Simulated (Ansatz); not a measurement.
Consider the substitution at a C–Si bond: `C[SiH2][Si](F)(F)F` + `[SiH3][SiH2][TeH]` → `C[Te][SiH2][SiH3]` + `F[Si](F)(F)[SiH3]`.

Program: Ansatz. Geometries: PBE0-D4/def2-TZVP. ΔE: electronic, gas phase. CBS: MP2 limit from def2 TZ/QZ plus the TZ coupled-cluster correction, frozen cores. Functionals use def2-TZVPP. B3LYP here is the variant with VWN-RPA as its local correlation; programs differ in this. def2 core potentials past Kr. For Te outer-core shells are correlated without core-valence functions, which leaves a few kJ/mol of doubt a bond. Each species was taken in one conformer, which may not be the lowest.

`C[SiH2][Si](F)(F)F`:

Cartesian coordinates in Å:
```
C 1.355 0.853 -0.679
Si -0.148 -0.248 -0.848
Si -1.124 -0.594 1.239
F -0.116 -1.275 2.255
F -2.406 -1.522 1.178
F -1.580 0.769 1.909
H 1.817 1.020 -1.654
H 2.098 0.396 -0.022
H 1.080 1.823 -0.261
H -1.184 0.364 -1.723
H 0.207 -1.585 -1.395
```

`[SiH3][SiH2][TeH]`:

Z-matrix (Å, degrees):
```
Si
Si 1 2.337
H 1 1.487 2 109.8
H 1 1.487 2 110.0 3 120.1
H 1 1.487 2 109.8 3 -119.8
Te 2 2.500 1 106.5 3 60.0
H 2 1.487 1 110.6 3 -59.9
H 2 1.487 1 110.7 3 -180.0
H 6 1.658 2 92.2 1 -179.9
```

`C[Te][SiH2][SiH3]`:

Z-matrix (Å, degrees):
```
C
Te 1 2.150
H 1 1.087 2 109.6
H 1 1.089 2 106.4 3 -118.8
H 1 1.087 2 110.0 3 122.3
Si 2 2.491 1 94.6 3 -61.5
Si 6 2.337 2 110.0 1 -63.0
H 6 1.488 2 105.7 1 177.5
H 6 1.490 2 110.7 1 59.9
H 7 1.489 6 109.5 2 53.4
H 7 1.489 6 112.0 2 173.5
H 7 1.486 6 109.2 2 -65.4
```

`F[Si](F)(F)[SiH3]`:

```xyz
8

F    -1.015   -1.899    0.667
Si   -0.792   -0.334    0.721
F    -0.421    0.028    2.215
F    -2.189    0.342    0.415
Si    0.852    0.359   -0.775
H     2.128   -0.314   -0.427
H     0.434   -0.013   -2.149
H     1.004    1.832   -0.667
```

```csv
level,ΔE (kJ/mol)
r2SCAN-D4,38.8
B3LYP-D4,34.8
ωB97X-V,38.1
PBE,36.8
B3LYP,37.5
SCS-MP2/def2-TZVPP,31.4
CCSD(T)/def2-TZVPP,34.2
MP2/CBS(def2),29.6
```

(1) What does CCSD(T)/CBS give? (Estimate.)

Largest T1 diagnostic among the species: 0.013.

Answers

(1) Ansatz gave: +31.8 kJ/mol. The listed levels differ from it by 7.0, 3.0, 6.3, 5.0, 5.7, -0.4, 2.4, -2.2 kJ/mol.

In def2-TZVPP, CCSD(T) changes the Hartree–Fock value by −5.8 kJ/mol (the triples alone add −2.2 kJ/mol) and MP2 by −8.0 kJ/mol.
